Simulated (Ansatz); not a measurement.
Compare A (`[SiH3][S][GeH3]`) with its isomer B (`S[SiH2][GeH3]`).

Program: Ansatz. Geometries: PBE0-D4/def2-TZVP. ΔE: electronic, gas phase. CCSD(T)/CBS adds triple-zeta CCSD(T) − MP2 to the extrapolated MP2 energy (def2 sets, frozen cores). Functionals use def2-TZVPP. For Ge outer-core shells are correlated without core-valence functions, which leaves a few kJ/mol of doubt a bond. Scalar relativity is left out up to krypton. Each species was taken in one conformer, which may not be the lowest.

Which isomer does CCSD(T)/CBS put lower? Give the gap. (An estimate is asked.)

Ansatz gave: A, by 7.8 kcal/mol.

Give E(B) − E(A) in kcal/mol with CCSD(T)/def2-SVP, ωB97M-V, CCSD(T)/def2-TZVPP, r2SCAN-D4, PBE0-D4, CCSD/def2-TZVPP, PBE-D4. (Estimate.)

Computed: CCSD(T)/def2-SVP 8.0, ωB97M-V 8.1, CCSD(T)/def2-TZVPP 8.0, r2SCAN-D4 7.2, PBE0-D4 6.7, CCSD/def2-TZVPP 7.9, PBE-D4 5.8. None reverses the order clearly.

Does the order hold for the free energy at 298.15 K (harmonic terms from PBE0-D4)? (Estimate.)

Ansatz gave: Yes: G(B) − G(A) = +7.9 kcal/mol, for one conformer each. Modes under 60 cm⁻¹, often nearly free rotors, make the harmonic entropy too high.

Largest T1 diagnostic: 0.012.

From PBE to PBE0 (25 % exact exchange), in def2-TZVPP and without D4, E(B) − E(A) moves by +0.9 kcal/mol. In def2-TZVPP, CCSD(T) changes the Hartree–Fock value by −2.5 kcal/mol (the triples alone add +0.0 kcal/mol) and MP2 by −1.0 kcal/mol.
